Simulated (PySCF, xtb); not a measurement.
CNO, SMILES [N]=C=O (connectivity only; charge and spin as stated), charge -1, multiplicity 1.

GFN2-xTB in xtb at its own geometry gives an orbital gap of 7.03 eV.

Geometry optimised at B3LYP-D3(BJ)/def2-TZVPD. The multiplicity is an assumed one; other spin states were not compared. The isomer is the one that the SMILES or the coordinates give; other isomers of the formula were not compared.

**Question.** What does HF/def2-TZVPD (PySCF) give? (Estimate from the structure and the level; the computed values follow.)

**Answer.** gap 9.82 eV (levels -4.30 and 5.52 eV).
